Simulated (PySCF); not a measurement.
Ligand exchange on a metal centre used in film growth or etching (Ta F-NH2). Isolated molecules, 0 K electronic values unless said otherwise. One relaxed conformer stands for each flexible species; it need not be the lowest.

All values below come from PBE-D3(BJ)/def2-TZVP // PBE-D3(BJ)/def2-SVP in PySCF 2.14.0. All candidates: neutral, multiplicity 1. 

```yaml
HOMO: -10.17 eV
HOMO–LUMO gap: 6.63 eV
LUMO: -3.53 eV
```

Q: Say which member has these values.
A) [Ta(F)4(NH2)]
B) [Ta(F)(NH2)4]
C) [Ta(F)3(NH2)2]
D) [Ta(F)5]

A: D, [Ta(F)5]. The others give [Ta(F)3(NH2)2]: -6.92 eV, 4.47 eV, -2.44 eV; [Ta(F)(NH2)4]: -5.74 eV, 4.28 eV, -1.47 eV; [Ta(F)4(NH2)]: -7.45 eV, 4.13 eV, -3.32 eV
